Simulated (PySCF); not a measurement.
## Cs: ionisation energy

Cs [Xe] 6s1 (2S) → Cs+ [Xe] (1S), as a difference of total energies. All numbers are calculated (PySCF 2.14, a scalar-relativistic core potential, in def2-QZVPPD with the def2 core potential (46 electrons) (6s5p4d3f, 62 functions)). Correlated levels: valence and next inner shell: nothing frozen outside the core potential. The calculations carry no spin-orbit coupling.

```json
{"method": "UHF", "ionisation energy (eV)": "3.491"}
{"method": "MP2 (valence and next inner shell)", "ionisation energy (eV)": "3.836"}
{"method": "SCS-MP2 (valence and next inner shell)", "ionisation energy (eV)": "3.768"}
{"method": "CCSD (valence and next inner shell)", "ionisation energy (eV)": "3.820"}
{"method": "CCSD(T) (valence and next inner shell)", "ionisation energy (eV)": "3.850"}
```

Q: How much does correlation contribute at CCSD(T) (valence and next inner shell)?

A: 3.850 − (3.491) = 0.359 eV, measured against UHF.

Errors of the correlated levels include the incompleteness of this basis.

For comparison: 3.894 eV (measured; NIST Atomic Spectra Database, ionization energies).
